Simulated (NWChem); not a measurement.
System: C5H8; SMILES C1(CCC1)=C

Input file for NWChem:

```
start job
memory heap 200 mb stack 900 mb global 1100 mb
geometry units angstroms noautosym nocenter noautoz
  C      0.000000     0.000000    -1.961896
  C      0.000000     0.000000    -0.621381
  C      0.000000     1.099951     0.434123
  C      0.000000     0.000000     1.539959
  C      0.000000    -1.099951     0.434123
  H      0.000000    -0.941766    -2.533931
  H      0.000000     0.941766    -2.533931
  H      0.895860     1.755878     0.418437
  H     -0.895860     1.755878     0.418437
  H      0.896816     0.000000     2.189039
  H     -0.896816     0.000000     2.189039
  H     -0.895860    -1.755878     0.418437
  H      0.895860    -1.755878     0.418437
end
basis spherical
  C library 6-31g*
  H library 6-31g*
end
dft
  xc b3lyp
  iterations 150
end
property
  response 1 0.0773
end
task dft property
```

Parts of the log:

```
             Northwest Computational Chemistry Package (NWChem) 7.3.0
             --------------------------------------------------------

                             Geometry "geometry" -> ""
                             -------------------------

 Output coordinates in angstroms (scale by  1.889725989 to convert to a.u.)

  No.       Tag          Charge          X              Y              Z
 ---- ---------------- ---------- -------------- -------------- --------------
    1 C                    6.0000     0.00000000     0.00000000    -1.96189600
    2 C                    6.0000     0.00000000     0.00000000    -0.62138100
    3 C                    6.0000     0.00000000     1.09995100     0.43412300
    4 C                    6.0000     0.00000000     0.00000000     1.53995900
    5 C                    6.0000     0.00000000    -1.09995100     0.43412300
    6 H                    1.0000     0.00000000    -0.94176600    -2.53393100
    7 H                    1.0000     0.00000000     0.94176600    -2.53393100
    8 H                    1.0000     0.89586000     1.75587800     0.41843700
    9 H                    1.0000    -0.89586000     1.75587800     0.41843700
   10 H                    1.0000     0.89681600     0.00000000     2.18903900
   11 H                    1.0000    -0.89681600     0.00000000     2.18903900
   12 H                    1.0000    -0.89586000    -1.75587800     0.41843700
   13 H                    1.0000     0.89586000    -1.75587800     0.41843700

 Effective nuclear repulsion energy (a.u.)     166.1428511180

                              NWChem Property Module
                              ----------------------

                                 NWChem DFT Module
                                 -----------------

 Summary of "ao basis" -> "ao basis" (spherical)
 ------------------------------------------------------------------------------
       Tag                 Description            Shells   Functions and Types
 ---------------- ------------------------------  ------  ---------------------
 C                           6-31g*                  6       14   3s2p1d
 H                           6-31g*                  2        2   2s

            General Information
            -------------------
          SCF calculation type: DFT
          Wavefunction type:  closed shell.
          No. of atoms     :    13
          No. of electrons :    38
           Alpha electrons :    19
            Beta electrons :    19
          Charge           :     0
          Spin multiplicity:     1
          Use of symmetry is: off; symmetry adaption is: off
          Maximum number of iterations: 150
          AO basis - number of functions:    86
                     number of shells:    46
          Convergence on energy requested:  1.00D-06
          Convergence on density requested:  1.00D-05
          Convergence on gradient requested:  5.00D-04

              XC Information
              --------------
                         B3LYP Method XC Potential
                     Hartree-Fock (Exact) Exchange  0.200
                        Slater Exchange Functional  0.800 local
                    Becke 1988 Exchange Functional  0.720 non-local
              Lee-Yang-Parr Correlation Functional  0.810
                  VWN I RPA Correlation Functional  0.190 local

             Grid Information
             ----------------
          Grid used for XC integration:  medium
          Radial quadrature: Mura-Knowles
          Angular quadrature: Lebedev.
          Tag              B.-S. Rad. Rad. Pts. Rad. Cut. Ang. Pts.
          ---              ---------- --------- --------- ---------
          C                   0.70       49          11.0       434
          H                   0.35       45          11.0       434
          Grid pruning is: on
          Number of quadrature shells:   605
          Spatial weights used:  Erf1

      Superposition of Atomic Density Guess
      -------------------------------------

 Sum of atomic energies:        -192.28713105

      Non-variational initial energy
      ------------------------------

 Total energy =    -195.635916
 1-e energy   =    -585.736402
 2-e energy   =     223.957635
 HOMO         =      -0.271157
 LUMO         =       0.021775

   convergence    iter        energy       DeltaE   RMS-Dens  Diis-err
 ---------------- ----- ----------------- --------- --------- ---------
 d= 0,ls=0.0,diis     1   -195.2410086148 -3.61D+02  7.86D-03  3.80D-01
 d= 0,ls=0.0,diis     2   -195.2811550273 -4.01D-02  4.20D-03  6.70D-02
 d= 0,ls=0.0,diis     3   -195.2746142565  6.54D-03  2.61D-03  1.16D-01
 d= 0,ls=0.0,diis     4   -195.2900267081 -1.54D-02  2.76D-04  5.97D-04
 d= 0,ls=0.0,diis     5   -195.2900861832 -5.95D-05  8.86D-05  1.37D-04
  Resetting Diis
 d= 0,ls=0.0,diis     6   -195.2901031166 -1.69D-05  7.29D-06  7.72D-07
 d= 0,ls=0.0,diis     7   -195.2901032081 -9.14D-08  1.66D-06  1.07D-08

         Total DFT energy =     -195.290103208057
      One electron energy =     -590.407358219534
           Coulomb energy =      259.066457329267
    Exchange-Corr. energy =      -30.092053435817
 Nuclear repulsion energy =      166.142851118028

 Numeric. integr. density =       37.999999788872

                       DFT Final Molecular Orbital Analysis
                       ------------------------------------

 Vector   17  Occ=2.000000D+00  E=-3.208371D-01
              MO Center=  9.1D-10,  2.2D-08,  4.6D-01, r^2= 2.8D+00
   Bfn.  Coefficient  Atom+Function         Bfn.  Coefficient  Atom+Function
  ----- ------------  ---------------      ----- ------------  ---------------
    47      0.348008   4 C  pz               19      0.305552   2 C  pz
    33     -0.264812   3 C  pz               61     -0.264812   5 C  pz
     5     -0.232171   1 C  pz               51      0.188628   4 C  pz
     6     -0.157241   1 C  s                48     -0.147864   4 C  s
    20      0.131858   2 C  s                37     -0.130538   3 C  pz

 Vector   18  Occ=2.000000D+00  E=-3.021550D-01
              MO Center= -2.1D-10, -1.2D-08,  1.6D-02, r^2= 3.0D+00
   Bfn.  Coefficient  Atom+Function         Bfn.  Coefficient  Atom+Function
  ----- ------------  ---------------      ----- ------------  ---------------
    32     -0.314449   3 C  py               60     -0.314449   5 C  py
    18      0.308657   2 C  py               46      0.198008   4 C  py
    36     -0.177449   3 C  py               64     -0.177449   5 C  py
    34      0.167949   3 C  s                62     -0.167949   5 C  s
     4     -0.123361   1 C  py               72      0.122606   6 H  s

 Vector   19  Occ=2.000000D+00  E=-2.361917D-01
              MO Center=  6.6D-10,  2.0D-09, -1.1D+00, r^2= 2.3D+00
   Bfn.  Coefficient  Atom+Function         Bfn.  Coefficient  Atom+Function
  ----- ------------  ---------------      ----- ------------  ---------------
     3      0.404610   1 C  px               17      0.354698   2 C  px
     7      0.309165   1 C  px               21      0.237391   2 C  px
    76     -0.113512   8 H  s                78      0.113512   9 H  s
    84      0.113512  12 H  s                86     -0.113512  13 H  s
    31     -0.108417   3 C  px               59     -0.108417   5 C  px

 Vector   20  Occ=0.000000D+00  E= 1.498351D-02
              MO Center=  1.8D-09, -9.8D-11, -8.2D-01, r^2= 3.5D+00
   Bfn.  Coefficient  Atom+Function         Bfn.  Coefficient  Atom+Function
  ----- ------------  ---------------      ----- ------------  ---------------
     7      0.528688   1 C  px               21     -0.446476   2 C  px
    17     -0.396325   2 C  px               76      0.366740   8 H  s
    78     -0.366740   9 H  s                84     -0.366740  12 H  s
    86      0.366740  13 H  s                 3      0.361854   1 C  px
    35     -0.207901   3 C  px               63     -0.207901   5 C  px

 Vector   21  Occ=0.000000D+00  E= 1.003579D-01
              MO Center=  3.5D-09, -2.2D-08,  1.2D+00, r^2= 5.4D+00
   Bfn.  Coefficient  Atom+Function         Bfn.  Coefficient  Atom+Function
  ----- ------------  ---------------      ----- ------------  ---------------
    48      1.459108   4 C  s                80     -0.855511  10 H  s
    82     -0.855511  11 H  s                34      0.844624   3 C  s
    62      0.844624   5 C  s                76     -0.690790   8 H  s
    78     -0.690790   9 H  s                84     -0.690790  12 H  s
    86     -0.690790  13 H  s                36      0.463387   3 C  py

 Vector   22  Occ=0.000000D+00  E= 1.237118D-01
              MO Center=  5.9D-09,  1.8D-09, -9.9D-01, r^2= 6.1D+00
   Bfn.  Coefficient  Atom+Function         Bfn.  Coefficient  Atom+Function
  ----- ------------  ---------------      ----- ------------  ---------------
    48      1.338382   4 C  s                 6     -1.088104   1 C  s
    72      0.966760   6 H  s                74      0.966760   7 H  s
    20     -0.806887   2 C  s                 9      0.692103   1 C  pz
    34     -0.667633   3 C  s                62     -0.667633   5 C  s
    37     -0.553734   3 C  pz               65     -0.553734   5 C  pz

     Multipole analysis of the density
     ---------------------------------

[...]

 DFT Linear Response polarizability / au
 Frequency  =       0.0773000 / au
 Wavelength =     589.4353558 / nm
              X              Y              Z
 -----------------------------------------------
 X      36.9048661      0.0000000     -0.0000000
 Y       0.0000000     51.2731251      0.0000000
 Z      -0.0000000      0.0000000     68.7940923
 -----------------------------------------------
 Eigenvalues =      36.9048661     51.2731251     68.7940923
 Isotropic   =      52.3240278
 Anisotropic =      27.6618320
 -----------------------------------------------

 Magnetic Dipole Response Matrix (nonzero elements):

 Exiting AOResponse driver routine
```

Level: B3LYP/6-31G* (spherical d). Coordinates come from a PBE-D3(BJ)/def2-SVP optimisation. Not confirmed as a minimum by frequencies. B3LYP is NWChem's, with the RPA form of VWN correlation.
